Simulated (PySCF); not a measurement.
Bonds (- single, = double, # triple, : aromatic): C1#C2, C2-C3, C3-C4, C4-C5, C5-C6, C6-C7, C7-C8, C8-C9, C9-Cl10, C8-C3, C9-C4. C1 carries H11; C3 carries H12; C4 carries H13; C5 carries H14, H15; C6 carries H16, H17; C7 carries H18, H19; C8 carries H20; C9 carries H21. Stereochemistry as in C#C[C@H]1[C@@H]2CCC[C@H]1[C@H]2Cl. H15, H17, H18 are cis to C2 on the ring; H14, H16, H19 are trans to C2 on the ring.

Method: shielding tensors at PBE0/pcSseg-1 (GIAO), geometry: GFN2-xTB, in PySCF 2.14.0 with density-fitted response routines (one computed conformer, rapidly exchanging positions averaged, no solvent, non-relativistic Hamiltonian).

List the cross peaks expected in HSQC, COSY and HMBC spectra.

Answers



HSQC (one-bond C–H):
| δH | δC |
| --- | --- |
| 4.91 (H21) | 65.5 (C9) |
| 2.79 (H12) | 25.2 (C3) |
| 2.41 (H13/H20) | 48.8 (C4/C8) |
| 2.36 (H15/H18) | 25.7 (C5/C7) |
| 1.75 (H14/H19) | 25.7 (C5/C7) |
| 1.64 (H16) | 17.8 (C6) |
| 1.56 (H11) | 76.3 (C1) |
| 1.46 (H17) | 17.8 (C6) |

COSY cross peaks (H two or three bonds apart, from the bond graph; peaks can be absent where the dihedral angle is near 90°):
| δH | δH |
| --- | --- |
| 4.91 (H21) | 2.41 (H13/H20) |
| 2.79 (H12) | 2.41 (H13/H20) |
| 2.41 (H13/H20) | 2.36 (H15/H18) |
| 2.41 (H13/H20) | 1.75 (H14/H19) |
| 2.36 (H15/H18) | 1.75 (H14/H19) |
| 2.36 (H15/H18) | 1.64 (H16) |
| 2.36 (H15/H18) | 1.46 (H17) |
| 1.75 (H14/H19) | 1.64 (H16) |
| 1.75 (H14/H19) | 1.46 (H17) |
| 1.64 (H16) | 1.46 (H17) |

HMBC (two and three bonds, from the bond graph):
| δH | δC |
| --- | --- |
| 4.91 (H21) | 48.8 (C4/C8), 25.7 (C5/C7), 25.2 (C3) |
| 2.79 (H12) | 91.6 (C2), 76.3 (C1), 65.5 (C9), 48.8 (C4/C8), 25.7 (C5/C7) |
| 2.41 (H13/H20) | 91.6 (C2), 65.5 (C9), 48.8 (C4/C8), 25.7 (C5/C7), 25.2 (C3), 17.8 (C6) |
| 2.36 (H15/H18) | 65.5 (C9), 48.8 (C4/C8), 25.7 (C5/C7), 25.2 (C3), 17.8 (C6) |
| 1.75 (H14/H19) | 65.5 (C9), 48.8 (C4/C8), 25.7 (C5/C7), 25.2 (C3), 17.8 (C6) |
| 1.64 (H16) | 48.8 (C4/C8), 25.7 (C5/C7) |
| 1.56 (H11) | 91.6 (C2), 25.2 (C3) |
| 1.46 (H17) | 48.8 (C4/C8), 25.7 (C5/C7) |

δ = σ(ref) − σ, references computed at the same level: TMS for 1H and 13C.

Short H···H contacts in this conformer between protons four or more bonds apart (candidates for NOE cross peaks, intensity ∝ r⁻⁶): H12···H16 2.21 Å.

Carbons that carry Cl, above all several Cl atoms, come out too deshielded, partly because spin–orbit coupling is missing. Shifts are as computed. Against solution values, carbons near 30 ppm lie about +3 ppm off and those near 130 ppm about +5 ppm; carbons on Cl a further +6 ppm. Of 1211 compounds with measured shifts, 218 miss one by over three times the rms of a fit or turn the order of signals round; such compounds aren't used in these exercises.
